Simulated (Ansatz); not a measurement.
`NC#C[CH2][InH2]` + `C=CF` → `C=C(F)[CH2][InH2]` + `C#CN` at 700 K and 1 bar (formal exchange of groups at a C–C bond).

Calculated with Ansatz (gas phase, PBE0-D4/def2-TZVP geometries, no zero-point term in ΔE). CBS: MP2 limit from def2 TZ/QZ plus the TZ coupled-cluster correction, frozen cores. This one scheme is used for every species. Elements past krypton have def2 core potentials. For In outer-core shells are correlated without core-valence functions, which leaves a few kJ/mol of doubt a bond. Each species was taken in one conformer, which may not be the lowest.

| species | CCSD(T)/CBS energy (Eh) | H − E (kJ/mol) | S (J/(mol·K)) |
| --- | --- | --- | --- |
| `NC#C[CH2][InH2]` | -362.18106 | 281.7 | 500.6 |
| `C=CF` | -177.66469 | 155.1 | 309.1 |
| `C=C(F)[CH2][InH2]` | -407.31698 | 274.7 | 495.0 |
| `C#CN` | -132.52893 | 160.3 | 317.0 |

H − E and S are ideal-gas, rigid-rotor, harmonic terms from PBE0-D4/def2-TZVP, for one conformer and one mirror image of each species. 1 Eh = 2625.50 kJ/mol, R = 8.31446 J/(mol·K).

Q: By hand: ΔE, ΔH, ΔS and ΔG.

A: ΔE = (-407.31698) + (-132.52893) − (-362.18106) − (-177.66469) = -0.00016 Eh = -0.4 kJ/mol. Δ(H − E) = 274.7 + 160.3 − 281.7 − 155.1 = -1.8, so ΔH = -2.2 kJ/mol. ΔS = 495.0 + 317.0 − 500.6 − 309.1 = 2.3 J/(mol·K). ΔG = -2.2 − 700 × (2.3)/1000 = -3.8 kJ/mol.

Q: By hand: the equilibrium constant, and the temperature at which ΔG would vanish if ΔH and ΔS stayed fixed.

A: log₁₀ K = −ΔG/(RT ln 10) = 0.3. ΔH and −TΔS have one sign here, so there is no such temperature. One of them is within its doubt of zero, so this could turn.

TΔS isn't small against ΔH here. The sign of ΔG lies within the doubt. A doubt of 5 kJ/mol in ΔE shifts log₁₀ K by 0.4 here. Other conformers and mirror images would add mixing entropy, several J/(mol·K) or more a flexible species. Modes under 60 cm⁻¹, often nearly free rotors, make the harmonic entropy too high. These are equilibria of isolated gas molecules and say nothing of rates. Largest T1 diagnostic: 0.014 (customary marks: 0.02 for closed shells, 0.045 for open ones).
